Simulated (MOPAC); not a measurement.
MOPAC input (PM6):

```
PM6 FORCE THERMO(298,298) PRECISE LET UHF MS=0.5 GEO-OK AUX(PRECISION=9) THREADS=1
C4H2BrSe

Br    2.28034014 1   -0.59853059 1   -0.17212644 1
C     0.41908628 1   -0.26939364 1   -0.02715958 1
C    -0.50473724 1   -1.40035867 1    0.08113329 1
C    -1.73609909 1   -0.90646122 1    0.16928670 1
Se   -2.02587687 1    0.91073251 1    0.14227911 1
C    -0.12021723 1    0.97320025 1   -0.01736116 1
H    -0.18178736 1   -2.43085857 1    0.08330608 1
H     0.40712005 1    1.91231236 1   -0.08741748 1
```

From the output:

```
     H    8   0.007358   4.276249

          HEAT OF FORMATION =      84.644071 KCALS/MOLE

          ZERO POINT ENERGY      26.716 KCAL/MOL

           NORMAL COORDINATE ANALYSIS (Total motion = 1 Angstrom)

   Root No.       1         2         3         4         5         6         7         8

                 1 A"      1 A'      2 A'      2 A"      3 A'      3 A"      4 A'      5 A'

                 147.8     215.7     281.1     347.8     507.0     521.9     683.1     788.0

           1   -0.0000   -0.0469    0.1069    0.0000   -0.0308   -0.0000   -0.0179   -0.0001
           2   -0.0000    0.0494    0.0197    0.0000   -0.0023   -0.0000    0.0030    0.0021
           3   -0.0357   -0.0000   -0.0000    0.0030   -0.0000   -0.0043   -0.0000   -0.0000
           4    0.0000   -0.0229    0.0135   -0.0000    0.0687    0.0000    0.1030   -0.0386
           5    0.0000   -0.1535   -0.1248   -0.0000   -0.0680    0.0000   -0.0332   -0.0042
           6    0.1657    0.0000    0.0000   -0.0702    0.0000    0.1882    0.0000    0.0000
           7    0.0000   -0.0780   -0.0991   -0.0000    0.1752   -0.0000   -0.0446    0.0063
           8    0.0000   -0.1199   -0.0653   -0.0000   -0.1075   -0.0000    0.0726   -0.0680
           9    0.0932   -0.0000   -0.0000   -0.0992   -0.0000   -0.0734    0.0000    0.0000
          10   -0.0000   -0.0642   -0.0900    0.0000    0.2057    0.0000   -0.0123   -0.0050
          11   -0.0000   -0.0363    0.0175    0.0000    0.0574    0.0000    0.1983   -0.1390
          12   -0.0266   -0.0000   -0.0000    0.2103   -0.0000    0.0394   -0.0000    0.0000
          13   -0.0000    0.0649   -0.0792   -0.0000   -0.0418   -0.0000   -0.0131   -0.0312
          14   -0.0000    0.0166    0.0285   -0.0000    0.0374   -0.0000   -0.0396    0.0082
          15   -0.0368    0.0000    0.0000   -0.0223    0.0000   -0.0009    0.0000    0.0000
          16    0.0000    0.0503   -0.0011    0.0000    0.0141   -0.0000    0.1653    0.2042
          17    0.0000   -0.1053   -0.1255    0.0000   -0.0942   -0.0000    0.0047    0.1367
          18    0.2109    0.0000    0.0000    0.0875    0.0000   -0.0673   -0.0000   -0.0000
          19    0.0000   -0.1278   -0.1822   -0.0000    0.1472   -0.0000   -0.2281    0.1369
          20    0.0000   -0.1436   -0.1077   -0.0000   -0.1145   -0.0000   -0.0188   -0.0051
          21    0.1247   -0.0000   -0.0000   -0.2674   -0.0000   -0.3785    0.0000    0.0000
          22    0.0000    0.1296    0.0212    0.0000    0.0490   -0.0000    0.1537    0.3264
          23    0.0000   -0.1304   -0.1325    0.0000   -0.1046   -0.0000   -0.0045    0.0833
          24    0.3064    0.0000    0.0000    0.2401    0.0000   -0.2481   -0.0000   -0.0000

   Root No.       9        10        11        12        13        14        15        16

                 6 A'      4 A"      5 A"      7 A'      8 A'      9 A'     10 A'     11 A'

                 806.7     856.1     879.3    1086.2    1161.1    1257.4    1588.1    2034.9

           1   -0.0195   -0.0000   -0.0000    0.0023    0.0004    0.0028    0.0019    0.0008
           2    0.0000   -0.0000   -0.0000   -0.0001    0.0001    0.0001    0.0001    0.0006
           3    0.0000   -0.0010   -0.0004   -0.0000   -0.0000   -0.0000   -0.0000    0.0000
           4    0.1946    0.0000    0.0000   -0.0621   -0.0181   -0.1303   -0.1697    0.0099
           5    0.0075    0.0000    0.0000   -0.0333   -0.0236   -0.1252    0.2655   -0.0405
           6   -0.0000    0.0470    0.0417    0.0000    0.0000    0.0000   -0.0000    0.0000
           7    0.0167   -0.0000   -0.0000    0.0184   -0.0296    0.0746   -0.0217   -0.3055
           8    0.1576   -0.0000   -0.0000    0.0703   -0.0171    0.1320   -0.0091    0.0607
           9   -0.0000   -0.0141   -0.1273   -0.0000    0.0000   -0.0000   -0.0000    0.0000
          10   -0.0602    0.0000    0.0000    0.0020   -0.0192    0.0276    0.0383    0.3204
          11   -0.1693    0.0000    0.0000    0.0155    0.0424   -0.0227    0.0004   -0.0745
          12    0.0000    0.0048    0.0314   -0.0000   -0.0000    0.0000   -0.0000    0.0000
          13   -0.0103    0.0000    0.0000    0.0003    0.0006   -0.0005    0.0003   -0.0007
          14    0.0179    0.0000    0.0000   -0.0035   -0.0012    0.0025    0.0005    0.0020
          15    0.0000    0.0030    0.0003    0.0000    0.0000   -0.0000    0.0000   -0.0000
          16    0.0423   -0.0000    0.0000   -0.0347    0.0359    0.0588    0.1533   -0.0164
          17   -0.1211   -0.0000    0.0000   -0.0235   -0.0228   -0.0082   -0.2424    0.0145
          18    0.0000   -0.1189    0.0124    0.0000    0.0000   -0.0000    0.0000   -0.0000
          19    0.0950    0.0000    0.0000    0.1769    0.5329   -0.1928   -0.1483   -0.1042
          20    0.1777    0.0000    0.0000    0.1472    0.2783   -0.0272   -0.0434    0.2521
          21   -0.0000    0.1078    0.6462   -0.0000   -0.0000    0.0000   -0.0000   -0.0000
          22   -0.0461    0.0000   -0.0000    0.5235   -0.2358   -0.3558   -0.0332   -0.0069
          23   -0.0855    0.0000   -0.0000   -0.2079    0.0626    0.1106   -0.1762    0.0190
          24    0.0000    0.7036   -0.1403    0.0000   -0.0000   -0.0000    0.0000   -0.0000

   Root No.      17        18

                12 A'     13 A'

                2749.3    2776.7

           1   -0.0000   -0.0000
           2   -0.0000   -0.0001
           3   -0.0000    0.0000
           4   -0.0022    0.0006
           5   -0.0031   -0.0032
           6    0.0000    0.0000
           7    0.0049    0.0418
           8   -0.0036   -0.0595
           9    0.0000    0.0000
          10   -0.0013   -0.0092
          11    0.0011   -0.0015
          12    0.0000    0.0000
          13   -0.0003   -0.0000
          14   -0.0003    0.0001
          15   -0.0000   -0.0000
          16   -0.0183    0.0015
          17   -0.0654    0.0071
          18    0.0000   -0.0000
          19   -0.0332   -0.3862
          20    0.0644    0.7420
          21    0.0000   -0.0000
          22    0.2618   -0.0226
          23    0.8062   -0.0671
          24   -0.0000    0.0000

           MASS-WEIGHTED COORDINATE ANALYSIS (NORMAL COORDINATES)

   Root No.       1         2         3         4         5         6         7         8

                 1 A"      1 A'      2 A'      2 A"      3 A'      3 A"      4 A'      5 A'

                 147.8     215.7     281.1     347.8     507.0     521.9     683.1     788.0

           1   -0.0000   -0.3358    0.6420    0.0000   -0.2145   -0.0000   -0.1423   -0.0012
           2   -0.0000    0.3537    0.1182    0.0000   -0.0159   -0.0000    0.0237    0.0167
           3   -0.2804   -0.0000   -0.0000    0.0277   -0.0000   -0.0435   -0.0000   -0.0000
           4    0.0000   -0.0637    0.0313   -0.0000    0.1854    0.0000    0.3168   -0.1198
           5    0.0000   -0.4258   -0.2906   -0.0000   -0.1834    0.0000   -0.1020   -0.0129
           6    0.5044    0.0000    0.0000   -0.2470    0.0000    0.7428    0.0000    0.0000
           7    0.0000   -0.2162   -0.2306   -0.0000    0.4727   -0.0000   -0.1371    0.0197
           8    0.0000   -0.3325   -0.1520   -0.0000   -0.2902   -0.0000    0.2233   -0.2111
           9    0.2837   -0.0000   -0.0000   -0.3490   -0.0000   -0.2897    0.0000    0.0000
          10   -0.0000   -0.1780   -0.2094    0.0000    0.5549    0.0000   -0.0377   -0.0155
          11   -0.0000   -0.1007    0.0407    0.0000    0.1549    0.0000    0.6095   -0.4313
          12   -0.0811   -0.0000   -0.0000    0.7398   -0.0000    0.1553   -0.0000    0.0000
          13   -0.0000    0.4618   -0.4731   -0.0000   -0.2895   -0.0000   -0.1030   -0.2479
          14   -0.0000    0.1181    0.1701   -0.0000    0.2587   -0.0000   -0.3120    0.0654
          15   -0.2871    0.0000    0.0000   -0.2008    0.0000   -0.0090    0.0000    0.0000
          16    0.0000    0.1396   -0.0026    0.0000    0.0380   -0.0000    0.5083    0.6336
          17    0.0000   -0.2921   -0.2922    0.0000   -0.2541   -0.0000    0.0143    0.4241
          18    0.6422    0.0000    0.0000    0.3076    0.0000   -0.2655   -0.0000   -0.0000
          19    0.0000   -0.1027   -0.1229   -0.0000    0.1150   -0.0000   -0.2031    0.1230
          20    0.0000   -0.1154   -0.0727   -0.0000   -0.0895   -0.0000   -0.0167   -0.0046
          21    0.1100   -0.0000   -0.0000   -0.2725   -0.0000   -0.4327    0.0000    0.0000
          22    0.0000    0.1041    0.0143    0.0000    0.0383   -0.0000    0.1369    0.2934
          23    0.0000   -0.1047   -0.0894    0.0000   -0.0818   -0.0000   -0.0040    0.0749
          24    0.2702    0.0000    0.0000    0.2447    0.0000   -0.2836   -0.0000   -0.0000

   Root No.       9        10        11        12        13        14        15        16

                 6 A'      4 A"      5 A"      7 A'      8 A'      9 A'     10 A'     11 A'

                 806.7     856.1     879.3    1086.2    1161.1    1257.4    1588.1    2034.9

           1   -0.1445   -0.0000   -0.0000    0.0288    0.0045    0.0263    0.0114    0.0044
           2    0.0000   -0.0000   -0.0000   -0.0017    0.0008    0.0013    0.0007    0.0035
           3    0.0000   -0.0106   -0.0047   -0.0000   -0.0000   -0.0000   -0.0000    0.0000
           4    0.5587    0.0000    0.0000   -0.2981   -0.0890   -0.4747   -0.3910    0.0215
           5    0.0215    0.0000    0.0000   -0.1599   -0.1160   -0.4561    0.6118   -0.0875
           6   -0.0000    0.1932    0.1766    0.0000    0.0000    0.0000   -0.0000    0.0000
           7    0.0479   -0.0000   -0.0000    0.0882   -0.1457    0.2716   -0.0499   -0.6607
           8    0.4525   -0.0000   -0.0000    0.3372   -0.0841    0.4808   -0.0209    0.1313
           9   -0.0000   -0.0579   -0.5389   -0.0000    0.0000   -0.0000   -0.0000    0.0000
          10   -0.1727    0.0000    0.0000    0.0096   -0.0945    0.1005    0.0883    0.6930
```
